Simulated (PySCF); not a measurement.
Task: What does the PBE0-D3(BJ)/def2-SVP structure of `[C-]#[N+]B1C=CC=CN1` look like in three dimensions?

Result: 
```xyz
13
C5H5BN2 angstrom
C      3.715    0.251   -0.431
N      2.545    0.154   -0.343
B      1.101    0.015   -0.236
C      0.328   -1.281   -0.241
C     -1.041   -1.207   -0.129
C     -1.726    0.033   -0.011
C     -1.024    1.208   -0.006
N      0.329    1.213   -0.113
H      0.802   -2.261   -0.329
H     -1.645   -2.121   -0.128
H     -2.812    0.062    0.077
H     -1.520    2.176    0.083
H      0.786    2.119   -0.103
```

Any rigid rotation of these coordinates is as good. Atoms count from 1 in this order. The B–N distances run from 1.431 Å (B3–N8, drawn single) to 1.455 Å (N2–B3, drawn single), a spread of 0.024 Å. The 8 heavy atoms lie in one plane (0.000 Å rms). The C–C distances run from 1.369 Å (C6=C7, drawn double) to 1.422 Å (C5–C6, drawn single), a spread of 0.053 Å. B3 (ring boron) is planar (angles 126.2°, 117.5° and 116.3°, sum 360.0°, 0.00 Å off the plane of its three neighbours).

Bonds between heavy atoms (Å): C1≡N2 1.177, N2–B3 1.455, B3–C4 1.509, C4=C5 1.376, C5–C6 1.422, C6=C7 1.369, C7–N8 1.357, B3–N8 1.431.

Theory: PBE0-D3(BJ)/def2-SVP geometry optimisation, gas phase in PySCF.

Point group: Cs (every atom within 0.08 Å of its image). PBE0-D3(BJ)/def2-SVP frequencies: not computed here.
